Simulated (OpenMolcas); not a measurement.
# Pd2+: ligand-field states by method

Pd2+ with its 6 nearest oxide ions at 2.298 Å, on the Ca site of CaO (a = 4.8105 Å, distance in the model lattice 2.405 Å). The rest of the host is ab initio model potentials to 7.6 Å, with orthogonalisation functions on the cations behind the ligands, and point charges beyond; the distance is set by hand and nothing relaxes. Ligand basis ANO-RCC-VDZP.

* Program: OpenMolcas 26.06
* Basis: ANO-RCC-VTZP [7s6p4d2f1g]
* Scalar Hamiltonian: DKH2, point nucleus
* Active space: 8 electrons in 5 orbitals (4d)
* State averaging: 2S+1 = 3 even, 10 roots; 2S+1 = 1 even, 15 roots
* Spin-orbit coupling: RASSI with atomic mean-field integrals over the reference wave functions

I. CASSCF
II. SS-CASPT2, IPEA 0.25 Eh, imaginary shift 0.1 Eh (closed shells correlated: 4s 4p and the ligand valence shells)

Spin-free states (labels of O, the rotations of Oh) in cm-1, each column counted from its own energy of the first state listed:

```
State  Degeneracy      I     II
  3A2           1      0      0
   1E           2  12437   5970
  3T2           3  14156  17290
  3T1           3  21392  22780
  1A1           1  21615  13300
  1T2           3  26187  23630
  1T1           3  29996  26530
  3T1           3  33375  35850
   1E           2  42709  43330
  1T2           3  42849  43340
  1A1           1  62527  55570
```

From I to II, I's first state of the same spin (3T2) moves from 14156 to 17290 cm-1, by about +3100 cm-1.

From I to II, I's first state of another spin (1E) moves from 12437 to 5970 cm-1, by about -6500 cm-1.

I: A least-squares ligand-field fit to the states below 45000 cm-1, each weighted by its degeneracy and with a free common offset, gives 10Dq = 14481 cm-1, B = 793 cm-1 and C = 3206 cm-1 (C/B = 4.05), with an rms deviation of 164 cm-1. The same method and metal basis give the free ion B = 953 cm-1 (fit to its terms below 60000 cm-1, rms deviation 8 cm-1), so the nephelauxetic ratio is β = 793 / 953 = 0.83; it hangs on how both fits weigh the states, and computed free-ion B values tend to be too large, so β mixes covalency with correlation.

II: A least-squares ligand-field fit to the states below 45000 cm-1, each weighted by its degeneracy and with a free common offset, gives 10Dq = 17731 cm-1, B = 510 cm-1 and C = 1713 cm-1 (C/B = 3.36), with an rms deviation of 582 cm-1. The same method and metal basis give the free ion B = 774 cm-1 (fit to its terms below 60000 cm-1, rms deviation 405 cm-1), so the nephelauxetic ratio is β = 510 / 774 = 0.66; it hangs on how both fits weigh the states, and computed free-ion B values tend to be too large, so β mixes covalency with correlation.

From I to II, 10Dq changes by +22 %, B by -36 % and C by -47 %.

χT at 300 K: I 1.33, II 1.27 cm3 K/mol.

Roots that are degenerate in the reference are averaged as groups; the widest CASPT2 spread within a group is 380 cm-1 (the 3-fold group of multiplicity 1 near 23600 cm-1 above the lowest state of its run, II). Shifts and gaps below about the spread of the groups concerned are not significant. Over all roots computed the reference weight is 0.66 to 0.69 in II; a low but even weight reflects the number of correlated electrons. Real 4d8 and 5d8 ions are as a rule square planar and diamagnetic. The least metal-like active orbital is 84 % on the metal (Löwdin) and no ligand orbital is active, so the numbers are rough. Ligand-to-metal charge-transfer states are missing. With no ligand orbital active B as a rule stays too high, so bands that hang on it stand too high and its fall with covalency is understated. Without dynamic correlation the repulsion within the d shell is too large (B by tens of per cent), so at a given field states of lower spin stand too high (holds for I). With metal d orbitals alone the field can be off either way by tens of per cent (holds for I). With one d shell and no ligand orbital active, 10Dq can be off by a tenth or more (holds for II). No measured value stands beside these numbers; the geometry was set by hand and not optimised.
